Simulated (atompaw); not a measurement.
## Scattering properties, PAW (atompaw) potential for cobalt (Co)

* Element: Co (Z = 27)
* Generator: atompaw 4.2.0.5
* Type: PAW
* Functional: PBE
* Relativity: scalar-relativistic
* Frozen core: [Ne]
* Valence charge: 17
* Reference configuration: 3s2 3p6 3d7 4s0 4p0 (charge +2)
* Partial waves: 3s (bound); 4s (bound, empty); 3p (bound); 4p (bound, empty); 3d (bound); 3d channel at -1.6 Ry
* Local potential: troulliermartins scheme with l = 3 at 0.5 Ry, radius 1.50 bohr
* Core correction: smooth core density matched at 0.90 bohr
* Augmentation charge: sinc compensation charge, radius 1.55 bohr; PAW radius 1.65 bohr; waves and projectors: bloechl

The phase is arctan(r·u′/u) with u = r·R(r), unwrapped; energies in Ry, scanned from -11 to 5 Ry. A pole is an energy at which the radial function vanishes at the test radius. The pseudo phase is shifted by a multiple of π to meet the all-electron one at the reference energy, and phase errors are pseudo minus all-electron; the curves can meet again beyond the range given. Levels narrower than the energy grid can be missing from the lists of poles.

For each channel, where are the poles, and over which energies does the pseudopotential scatter like the atom?

```json
{"channel": "s", "radius (bohr)": "1.66", "reference energy (Ry)": "-1.54", "poles, all-electron": "-8.70", "poles, pseudo": "-8.70", "unbroken range about the reference energy with phases within 0.05 rad": "the whole range", "phase error 1 Ry above the reference energy (rad)": "-0.002"}
{"channel": "p", "radius (bohr)": "1.66", "reference energy (Ry)": "-1.08", "poles, all-electron": "-5.87", "poles, pseudo": "-5.87", "unbroken range about the reference energy with phases within 0.05 rad": "the whole range", "phase error 1 Ry above the reference energy (rad)": "+0.000"}
{"channel": "d", "radius (bohr)": "1.66", "reference energy (Ry)": "-1.99", "poles, all-electron": "-1.24", "poles, pseudo": "-1.24, 3.65", "unbroken range about the reference energy with phases within 0.05 rad": "below 1.2", "phase error 1 Ry above the reference energy (rad)": "-0.000"}
```

Phases in the s channel:

```tsv
E (Ry)	all-electron	pseudo
-11.00	1.317	1.317
-10.52	1.293	1.292
-10.04	1.249	1.248
-9.56	1.123	1.122
-9.08	-0.668	-0.668
-8.60	-1.614	-1.614
-8.12	-1.712	-1.712
-7.64	-1.754	-1.754
-7.16	-1.781	-1.782
-6.68	-1.804	-1.804
-6.20	-1.824	-1.825
-5.72	-1.845	-1.846
-5.24	-1.867	-1.868
-4.76	-1.892	-1.893
-4.28	-1.921	-1.921
-3.80	-1.955	-1.956
-3.32	-1.997	-1.997
-2.84	-2.050	-2.050
-2.36	-2.119	-2.120
-1.88	-2.215	-2.215
-1.40	-2.350	-2.350
-0.92	-2.551	-2.552
-0.44	-2.849	-2.851
0.04	-3.239	-3.244
0.52	-3.633	-3.642
1.00	-3.937	-3.947
1.48	-4.143	-4.154
1.96	-4.282	-4.293
2.44	-4.379	-4.391
2.92	-4.450	-4.462
3.40	-4.504	-4.517
3.88	-4.547	-4.560
4.36	-4.581	-4.596
4.84	-4.610	-4.626
```
